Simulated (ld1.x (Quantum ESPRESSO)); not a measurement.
## Ranking TM potentials for carbon (C)

All share these settings but for the change named:

ld1.x (Quantum ESPRESSO) 7.5 input, shortened:

```
&input
   title='C', zed=6., rel=0, dft='PZ', iswitch=3,
   config='[He] 2s1 2p3 3d-2'
 /
 &inputp
   pseudotype=2, tm=.true., lloc=0,
   nlcc=.true.
 /
3
2P  2  1   3.00   0.00  2.05  2.05  0.0
3D  3  2  -2.00   0.30  1.60  1.60  0.0
2S  1  0   1.00   0.00  0.80  0.80  0.0
 &test
   configts(1)='2s1 2p3'
 /
```

Test errors are all-electron minus pseudo excitation energies from the reference, over 2s2 2p2; 2s2 2p1; 2s2 2p0; 2s2 2p2.3; 2s2 2p1.5; 2s0 2p4; 2s1 2p0. None of these files shows a bound ghost.

The base gives 822.1 meV.

Of 10 variants that were run, those that failed, showed a ghost or another fault, or gave nearly equal values are left out.

A variant can come out equal or close to the base, since the largest error may sit in a test that the change hardly touches while other tests move.

Problem. Rank these variants by their largest absolute test error, smallest first.
A. wave 2s (bound): rc 0.80 bohr becomes 2s (bound): rc 1.16 bohr
B. wave 2p (bound): rc 2.05 bohr becomes 2p (bound): rc 2.82 bohr
C. all radii but the core radius scaled by about 0.85 (s 0.68, p 1.74, d 1.36 bohr)

Solution. C (509.8 meV), A (810.4 meV), B (2514.0 meV).
